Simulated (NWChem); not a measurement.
System: CH2ClFO2Si; SMILES F[Si]1(Cl)OCO1

```xyz
8

F      1.8574    -0.2617     0.0000
Si     0.2866    -0.0103     0.0000
Cl    -0.5923    -1.8447     0.0000
O     -0.2659     1.0938    -1.1154
C     -0.6774     1.9201     0.0000
O     -0.2659     1.0938     1.1154
H     -0.1358     2.8697     0.0000
H     -1.7613     2.0606     0.0000
```
Atoms are numbered in this order, from 1.

Program: NWChem. Coordinates come from a B3LYP/6-31G* (spherical d) optimisation. Isolated, static molecule.

GIAO at PBE0/pcSseg-1: principal shieldings of C5 are 73.3, 80.4, 108.1 ppm; an isolated tetramethylsilane molecule has σ = 185.2 ppm at the same levels.

### Question
Find the isotropic 13C shift, its principal values, the span and the skew.

### Answer

1. σ(iso) = one third of the sum = 87.3 ppm.
2. δ = σ(reference) − σ = 97.9 ppm against tetramethylsilane.
3. δ11, δ22, δ33 = 111.9, 104.8, 77.1 ppm.
4. Span Ω = δ11 − δ33 = 34.8 ppm; skew κ = 3(δ22 − δ(iso))/Ω = 0.59.
